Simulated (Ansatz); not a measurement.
`CC(C)(C)[NH][Sn]([Cl])([Cl])[Cl]` + H₂S → `CC(C)(C)S` + `[NH2][Sn]([Cl])([Cl])[Cl]`  (substitution at a C–N bond)

Calculated with Ansatz (gas phase, PBE0-D4/def2-TZVP geometries, no zero-point term in ΔE). CCSD(T)/CBS is the MP2 limit (def2-TZVPP, def2-QZVPP) plus CCSD(T) − MP2 in def2-TZVPP, frozen cores. This one scheme is used for every species. DFT in def2-TZVPP. def2 core potentials past Kr. For Sn outer-core shells are correlated without core-valence functions, which leaves a few kJ/mol of doubt a bond. Each species was taken in one conformer, which may not be the lowest.

| species | CAM-B3LYP energy (Eh) |
| --- | --- |
| `CC(C)(C)[NH][Sn]([Cl])([Cl])[Cl]` | -1808.28553 |
| H₂S | -399.41435 |
| `CC(C)(C)S` | -556.62962 |
| `[NH2][Sn]([Cl])([Cl])[Cl]` | -1651.07569 |

(1) Work out ΔE.

Largest T1 diagnostic among the species: 0.011.

Answers

(1) ΔE = (-556.62962) + (-1651.07569) − (-1808.28553) − (-399.41435) = -0.00543 Eh = -14.3 kJ/mol. CCSD(T)/CBS gives -4.6 kJ/mol.

In def2-TZVPP, CCSD(T) changes the Hartree–Fock value by +16.5 kJ/mol (the triples alone add +1.8 kJ/mol) and MP2 by +13.5 kJ/mol. From BLYP to BHLYP (50 % exact exchange), in def2-TZVPP and without D4, ΔE moves by +5.6 kJ/mol. At CCSD(T), def2-SVP lies +19.0 kJ/mol from the extrapolated value and def2-TZVPP +2.0 kJ/mol.
